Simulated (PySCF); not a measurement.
C3H7BFN, SMILES CNB(F)C=C.

Geometry optimised at ωB97X-D3(BJ)/def2-SVP. This is a generated structure with no PubChem entry under its InChIKey; it may be hypothetical. One conformer was computed; it need not be the lowest.

Level of theory: PySCF with TDA-M06-2X/def2-SVPD.

Vertical excitations. The molecule is in vacuum. State labels are in the subgroup Cs.

| state | symmetry | energy (eV) | λ (nm) | f | main pairs |
|---|---|---|---|---|---|
| S1 | A" | 6.67 | 186 | 0.001 | HOMO→LUMO+1 83 % |
| S2 | A" | 6.75 | 184 | 0.000 | HOMO−2→LUMO 95 % |
| S3 | A' | 6.83 | 182 | 0.702 | HOMO→LUMO 92 % |
| S4 | A" | 7.58 | 163 | 0.045 | HOMO→LUMO+2 47 %, HOMO−1→LUMO+1 35 % |
| S5 | A' | 7.78 | 159 | 0.139 | HOMO−1→LUMO 89 % |
| S6 | A" | 7.83 | 158 | 0.002 | HOMO→LUMO+3 81 % |
| S7 | A" | 8.22 | 151 | 0.002 | HOMO−1→LUMO+1 34 %, HOMO→LUMO+2 30 %, HOMO→LUMO+4 10 %, HOMO−1→LUMO+3 7 % |
| S8 | A" | 8.27 | 150 | 0.001 | HOMO−4→LUMO 50 %, HOMO−3→LUMO 26 % |
| S9 | A" | 8.30 | 149 | 0.039 | HOMO→LUMO+4 61 %, HOMO−1→LUMO+2 14 %, HOMO→LUMO+2 10 % |
| S10 | A" | 8.60 | 144 | 0.001 | HOMO→LUMO+5 37 %, HOMO−1→LUMO+3 31 %, HOMO−1→LUMO+2 8 %, HOMO−1→LUMO+1 8 % |
| T1 | A' | 4.31 | 288 | 0 | HOMO→LUMO 71 %, HOMO−1→LUMO 25 % |
| T2 | A' | 5.88 | 211 | 0 | HOMO−1→LUMO 63 %, HOMO→LUMO 22 % |
| T3 | A" | 6.27 | 198 | 0 | HOMO−2→LUMO 97 % |
| T4 | A" | 6.60 | 188 | 0 | HOMO→LUMO+1 80 % |
Triplets are in the Tamm–Dancoff approximation.
